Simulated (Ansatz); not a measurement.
Gas-phase electronic energies from Ansatz, PBE0-D4/def2-TZVP geometries. CCSD(T)/CBS is the MP2 limit (def2-TZVPP, def2-QZVPP) plus CCSD(T) − MP2 in def2-TZVPP, frozen cores. This one scheme is used for every species. Functionals use def2-TZVPP. Each species was taken in one conformer, which may not be the lowest.

`C[SiH2]N` + `[AlH2][SH]` → `N[SiH2][S][AlH2]` + CH₄  (ligand exchange at the Si–C bond)

| level | ΔE (eV) |
| --- | --- |
| BLYP | -0.74 |
| MP2/def2-QZVPP | -0.88 |

(1) What does CCSD(T)/CBS give? (Best estimate.)

Largest T1 diagnostic among the species: 0.011.

Results:

(1) The calculation gave: -0.84 eV. The listed levels differ from it by 0.10, -0.04 eV.

In def2-TZVPP, CCSD(T) changes the Hartree–Fock value by −0.05 eV (the triples alone add −0.03 eV) and MP2 by −0.11 eV. Leaving LDA and LC-ωPBE aside and taking each functional with its dispersion term where it has one, the values, not all of them listed here, spread over 0.08 eV, from revPBE-D4 to CAM-B3LYP-D4. The D4 term adds −0.08 eV with B3LYP and −0.05 eV with PBE0; it sums over pairs of atoms, weighted by their polarisabilities, and B3LYP, whose exchange is more repulsive, gets the larger term.

B3LYP here is the variant with VWN-RPA as its local correlation; programs differ in this.
